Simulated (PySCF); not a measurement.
## Excited states of Sn(2+) (tin, charge +2)

Ground state [Kr] 4d10 5s2, ¹S. Computed with PySCF 2.14 in aug-cc-pVTZ-DK3 with one added diffuse shell each of s, p, d, f type (9s8p6d3f, 84 functions), with the spin-free X2C one-electron Hamiltonian (Gaussian nucleus). Vertical excitation energies in eV without spin-orbit coupling; excited terms of each kind are numbered among those the solver found. Frozen: [Kr].

```tsv
term	leading excitation	EOM-EE-CCSD
1 3P°	5s → p	6.689
1 1P°	5s → p	9.955
1 3S	5s → s	16.810
1 3D	5s → d	17.046
1 1S	5s → s	17.308
1 1D	5s → d	19.029
2 3P°	5s → p	19.387
2 1P°	5s → p	19.662
1 3F°	5s → f	21.829
1 1F°	5s → f	21.863
2 3S	5s → s	22.572
2 1S	5s → s	22.736
2 3D	5s → d	22.751
2 1D	5s → d	23.018
```

Doubly excited terms such as np² are absent. The solver can miss terms. Rydberg members are limited by the diffuse functions of the basis.
